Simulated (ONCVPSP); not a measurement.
**germanium: variants of one ONCV potential**

Base potential:

ONCVPSP 4.0.1 input, shortened (lines: element, Z, core and valence counts, functional; n l f; lmax; l rc ep ncon nbas qcut; lloc lpopt rc5 dvloc0; l nproj debl; icmod fcfact rcfact), LDA (Perdew-Wang 92), scalar-relativistic:

```
  Ge 32.00    6    2  -001012      upf
    1    0    2.00
    2    0    2.00
    2    1    6.00
    3    0    2.00
    3    1    6.00
    3    2   10.00
    4    0    2.00
    4    1    2.00
    2
    0    1.40    0.00    5    9    4.70
    1    2.40    0.00    3    7    3.00
    2    2.05    0.07    4    7    4.70
    4    5    0.90    6.00
    0    3    3.30
    1    2    2.00
    2    2    3.50
    3    1.50    1.70
```

Cutoffs, loose and tight: the cutoffs (Ha) at which the residual kinetic energy of the hardest occupied pseudo-wave falls to 1 and 0.1 mHa per electron. They do not see the model core or the augmentation charge, which bear on the density cutoff. Test errors are all-electron minus pseudo excitation energies from the reference, over the configurations 4s2 4p1; 4s2 4p0; 4s1 4p0; 4s1 4p3. A dash means not determined; rows that change the core or the reference have their own tests.

A true bound ghost makes a file unfit for plane-wave use even where its test errors are small: the radial tests pick states by their node count and pass the ghost by.

| change | outcome | cutoff, loose | cutoff, tight | bound ghosts | GHOST(+) flags above zero | largest test error (meV) |
| --- | --- | --- | --- | --- | --- | --- |
| base | generated | 95 Ha | 116 Ha | s | p, d | -348 |
| s: rc 1.02 | failed: optimize: ERROR ps0norm > uunorm, code will stop | – | – | – | – | – |
| s: rc 1.16 | failed: optimize: ERROR ps0norm > uunorm, code will stop | – | – | – | – | – |
| s: rc 1.3 | failed: optimize: ERROR ps0norm > uunorm, code will stop | – | – | – | – | – |
| s: rc 1.48 | generated | 48 Ha | 98 Ha | s | p, d | -346 |
| s: rc 2 | generated | 8.8 Ha | 12 Ha | none | s, p, d | -340 |

Task: What comes out with this change to the base: s: rc 1.72?

Result: outcome: generated; cutoff, loose: 8.9 Ha; cutoff, tight: 12 Ha; bound ghosts: none; GHOST(+) flags above zero: s, p, d; largest test error (meV): -337.

Task: What comes out with this change to the base: s: rc 1.88?

Result: outcome: generated; cutoff, loose: 9.0 Ha; cutoff, tight: 12 Ha; bound ghosts: none; GHOST(+) flags above zero: s, p, d; largest test error (meV): -337.

Reading the sweep of the s radius (base included, trends over the rows without a ghost): Bound ghosts are found at 1.4, 1.48 bohr. The generation fails at 1.02, 1.16, 1.3 bohr.
